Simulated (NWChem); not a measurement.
# HfHF3; SMILES [F][HfH]([F])[F]

Results from NWChem. Coordinates come from a PBE0/def2-SVP optimisation. def2 effective core potentials on Hf; no spin-orbit coupling. Ions are spin-unrestricted doublets at the neutral geometry; other ion states weren't tried. Functional: LC-ωPBE (HJS hole) with def2-SVP; rows give the range parameter ω in 1/bohr.

For range parameter (1/bohr) 0.25:

vertical ionisation energy, ΔSCF (eV): 14.40
−ε(HOMO) (eV): 10.96

Task: What are these values for range parameter (1/bohr) 0.40?

Result: 
| Property | Value |
|---|---|
| vertical ionisation energy, ΔSCF (eV) | 15.28 |
| −ε(HOMO) (eV) | 12.01 |
